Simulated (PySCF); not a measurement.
## Property card for `Br` (HBr)

HBr.
Numbering: `[BrH:1]` (hydrogens: H2 on Br1)

Structure used (PBE0-D3(BJ)/def2-SVP), in Å, numbered top down from 1:
```xyz
2
HBr angstrom
Br     0.7137   -0.0054   -0.0061
H     -0.7082    0.0080   -0.0222
```

PBE0-D3(BJ)/def2-SVP geometry optimisation, gas phase (PySCF):

- Point group: C∞v
- Rotational constant B (linear): 251.123 GHz

From B3LYP/pcSseg-1 ground state and GIAO shieldings, non-relativistic (PySCF):

* Dipole moment: 1.03 D
* HOMO energy: -8.33 eV
* LUMO energy: -0.36 eV
* HOMO–LUMO gap: 7.97 eV
* 1H chemical shifts (computed TMS as zero) by class: 0.07 (H2) ppm
* Isotropic shieldings of nuclei other than C and H, by class: 2545 (Br1) ppm

Monoisotopic mass (most abundant isotopes): 79.9262 u.

For a rigid linear rotor the levels are B·J(J + 1), so J = 1 lies 2B = 502.25 GHz above J = 0. In atomic units the dipole is 0.41 e·bohr (1 au = 2.5417 D). Point group C∞v permits a dipole; with 1.03 D the species has a pure rotational spectrum.

The calculation is non-relativistic and has no spin–orbit coupling, an omission that weighs most on bromine. Atoms bound to Br lack the heavy atom's spin–orbit term in their shielding, so their NMR values are less reliable.
